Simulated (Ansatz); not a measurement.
Relaxation of the cluster K4H4 with RKS r2SCAN-D4/def2-SVP.

```sh
$ ansatz run in.yaml --threads 4 --pin off --events-out ev --progress --plain --max-ram 3916MiB
```

```yaml
crystal:
  periodic: [false, false, false]
  atoms:
    - {symbol: K, position_ang: [0.160230, -2.501000, -1.901520]}
    - {symbol: K, position_ang: [-0.741440, 1.171700, -1.110820]}
    - {symbol: K, position_ang: [-0.073810, 2.787000, 2.050710]}
    - {symbol: K, position_ang: [0.655250, -0.717560, 1.481430]}
    - {symbol: H, position_ang: [1.406900, 1.591600, 0.442620]}
    - {symbol: H, position_ang: [-0.744050, -0.491390, -2.681680]}
    - {symbol: H, position_ang: [0.843050, -2.688910, 0.322750]}
    - {symbol: H, position_ang: [-1.506130, 0.848560, 1.396510]}
basis:
  gaussian: {orbitals: def2-SVP}
hamiltonian: {xc: r2scan, dispersion: d4}
scf: {lower_state_search: "off"}
output: {orbitals: {seedname: orbitals}}
relax: {f_tol: 0.02, max_steps: 100}
```

It took 14 s on 4 threads of Arm Neoverse V2 on a shared host.

Positions (Å) and forces (eV/Å) at steps 1, 2, 3, 4, 5 of 5:

```xyz
8
step=1 energy=-65350.2926 eV
K     0.160   -2.501   -1.902    0.044   -0.527   -0.419
K    -0.741    1.172   -1.111   -0.112    0.443    0.033
K    -0.074    2.787    2.051   -0.003    0.136    0.110
K     0.655   -0.718    1.481    0.072    0.140    0.425
H     1.407    1.592    0.443    0.022    0.137    0.054
H    -0.744   -0.491   -2.682   -0.100   -0.078   -0.369
H     0.843   -2.689    0.323    0.112   -0.360    0.055
H    -1.506    0.849    1.397   -0.034    0.109    0.112
8
step=2 energy=-65350.4818 eV
K     0.172   -2.654   -2.021    0.005   -0.123   -0.090
K    -0.777    1.280   -1.129   -0.020   -0.007   -0.090
K    -0.074    2.834    2.088    0.000    0.103    0.083
K     0.682   -0.705    1.595    0.021   -0.088    0.026
H     1.402    1.634    0.467   -0.008    0.124    0.075
H    -0.763   -0.512   -2.759   -0.007   -0.048   -0.072
H     0.865   -2.766    0.328    0.016   -0.077   -0.027
H    -1.507    0.889    1.430   -0.007    0.116    0.096
8
step=3 energy=-65350.5412 eV
K     0.176   -2.787   -2.120   -0.003   -0.049   -0.030
K    -0.767    1.223   -1.148    0.012    0.018    0.026
K    -0.078    2.988    2.208    0.001   -0.075   -0.052
K     0.672   -0.738    1.549   -0.007    0.028    0.008
H     1.352    1.739    0.564    0.045    0.069    0.017
H    -0.755   -0.601   -2.813    0.013   -0.028    0.003
H     0.865   -2.838    0.259   -0.005    0.000   -0.031
H    -1.466    1.013    1.500   -0.055    0.038    0.060
8
step=4 energy=-65350.5420 eV
K     0.166   -2.882   -2.182   -0.003   -0.031   -0.021
K    -0.744    1.211   -1.125    0.008   -0.016   -0.004
K    -0.083    2.957    2.192   -0.007    0.157    0.118
K     0.664   -0.717    1.526   -0.003   -0.008   -0.016
H     1.367    1.814    0.604    0.069   -0.054   -0.078
H    -0.705   -0.670   -2.737   -0.027    0.059   -0.036
H     0.825   -2.782    0.167    0.027   -0.015    0.068
H    -1.490    1.068    1.556   -0.064   -0.092   -0.031
8
step=5 energy=-65350.5517 eV
K     0.168   -2.860   -2.168   -0.005   -0.008   -0.002
K    -0.745    1.207   -1.123    0.001    0.001   -0.016
K    -0.082    2.989    2.215   -0.002    0.003    0.004
K     0.661   -0.716    1.523    0.006   -0.015    0.004
H     1.375    1.795    0.587    0.014    0.007   -0.006
H    -0.730   -0.642   -2.784    0.003    0.006    0.007
H     0.847   -2.819    0.209    0.000    0.011    0.002
H    -1.495    1.047    1.543   -0.016   -0.005    0.007
```

Another isomer (singlet) lies 0.84 eV lower at PBE0-D4/def2-TZVP; other spin states weren't run for this one.
